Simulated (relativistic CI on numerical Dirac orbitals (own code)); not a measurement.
Calculated levels, Dy50+

Computed by Dirac-Coulomb-Breit CI, separate exchange-only KLI orbitals for each configuration, model QED, unscaled Slater integrals (own radial code, finite nucleus).

CI space (outside the closed core [Ne]): 3s²3p⁴, 3s3p⁵, 3s²3p³3d, 3p⁶, 3s3p⁴3d, 3p⁵3d, 3s3p³3d², 3s²3p²3d4p, 3p⁵4s, 3s3p³3d4s, 3s²3p³4s, 3p⁵4p, 3s²3p²3d², 3s²3p3d³, 3s3p²3d³, 3s²3p3d²4s, 3p⁴3d², 3p³3d³, 3p³3d²4s, 3s²3p²3d4s, 3s3p²3d²4s, 3s²3p3d4s². Double excitations out of closed p, d and f shells are left out; levels of such configurations are missing from the list, as are those of other unlisted configurations, and high levels can miss mixing partners.

The lowest level is 3s²3p⁴ ³P2, with 69 % of that term; Hund's rules for 3s²3p⁴ give ³P with J = 2, in agreement.

```
No.   Configuration  Term  J   E (Ry)   %  Next component (%)
  1          3s²3p⁴    ³P  2   0.0000  69               30 ¹D
  2          3s²3p⁴    ¹S  0   1.2574  62               37 ³P
  3          3s²3p⁴    ³P  1  14.6679  99      1 3s²3p²3d² ³P
  4      3p³(2P°)3d   ³D°  2  14.8805  31              30 ³F°
  5          3s²3p⁴    ¹D  2  15.3089  69               30 ³P
  6      3p³(2P°)3d   ³D°  1  15.3780  30              27 ³P°
  7      3p³(2P°)3d   ³P°  0  15.4211  59              29 ⁵D°
  8      3p³(2P°)3d   ³F°  3  15.4462  28              20 ³G°
  9      3p³(2P°)3d   ³F°  4  18.5974  48              28 ⁵D°
 10      3p³(2D°)3d   ³D°  2  18.8728  32              30 ³P°
 11      3p³(2P°)3d   ³D°  3  20.2338  38              20 ¹F°
 12      3p³(4S°)3d   ³D°  1  20.9118  37              30 ³P°
 13           3s3p⁵   ³P°  2  26.0541  82      6 3s²3p³3d ³P°
 14           3s3p⁵   ¹P°  1  27.4154  36              28 ³P°
 15      3p³(2D°)3d   ³F°  2  28.9599  45              28 ⁵D°
 16      3p³(4S°)3d   ⁵D°  0  29.0267  51              27 ¹S°
 17      3p³(2D°)3d   ³D°  1  29.0884  48              33 ⁵D°
 18      3p³(2D°)3d   ³F°  3  29.4782  32              31 ³G°
 19      3p³(2D°)3d   ³G°  4  30.0716  50              35 ¹G°
 20  3p²(1S)3d²(3F)    ³F  2  30.3968  39               25 ⁵G
 21          3s²3p⁴    ³P  0  30.4468  62               36 ¹S
 22      3p³(2P°)3d   ³F°  2  30.8646  62              24 ¹D°
 23      3p³(2D°)3d   ³D°  3  31.8174  49              21 ¹F°
 24  3p²(1S)3d²(3P)    ³P  0  31.9218  56               30 ⁵D
 25      3p³(2D°)3d   ³P°  2  32.2258  32              26 ³D°
 26      3p³(4S°)3d   ³D°  3  32.4252  50              25 ³F°
 27      3p³(4S°)3d   ⁵D°  4  32.4475  51              21 ³G°
 28      3p³(2D°)3d   ³S°  1  32.4922  40              18 ³P°
 29      3p³(2D°)3d   ³F°  4  33.2526  71              27 ¹G°
 30      3p³(2D°)3d   ³P°  1  33.2932  36              34 ³D°
 31      3p³(2P°)3d   ³D°  1  33.4479  41              36 ¹P°
 32      3p³(2D°)3d   ¹S°  0  33.4559  48              46 ³P°
 33      3p³(2D°)3d   ³G°  5  33.4808  99      1 3s3p³3d² ³G°
 34  3p²(1S)3d²(3F)    ³F  3  34.2995  30               25 ⁵G
 35      3p³(2P°)3d   ³D°  2  34.6246  48              35 ³P°
 36  3p²(1S)3d²(3P)    ³P  2  35.0133  23               17 ³F
 37      3p³(2P°)3d   ³F°  3  35.0920  35              34 ¹F°
 38  3p²(3P)3d²(3P)    ⁵D  1  35.2572  35               34 ³P
 39      3p³(4S°)3d   ³D°  2  35.3152  44              20 ³F°
 40  3p²(3P)3d²(1G)    ³F  4  35.3839  25               21 ¹G
 41      3p³(2D°)3d   ¹P°  1  35.6137  31              30 ³S°
 42      3p³(2D°)3d   ¹F°  3  35.8494  47              22 ³D°
 43      3p³(2D°)3d   ¹D°  2  36.2350  40              39 ³P°
 44  3p²(1S)3d²(3F)    ³F  4  38.7873  22               15 ³G
 45  3p²(3P)3d²(1D)    ³F  2  39.3676  20               16 ³P
```

Energies count from the lowest computed level; ° marks odd parity. Percentages are summed over parent terms; the parents shown are those of the largest component, closed shells are left out there.

The mean weight of the leading LS term, summed over parents, in these 45 levels is 46 %, and that of the leading jj configuration (from the same eigenvectors) 92 %, so jj coupling describes them better and the LS labels are nominal.

At this charge energies of transitions that change n are usually good to better than 1 %, and those within a shell (Δn = 0) to a few per cent.

LS names give the leading component of a level, which can be under half, so a name can repeat, a term be missing and a line seem to break the LS rules.
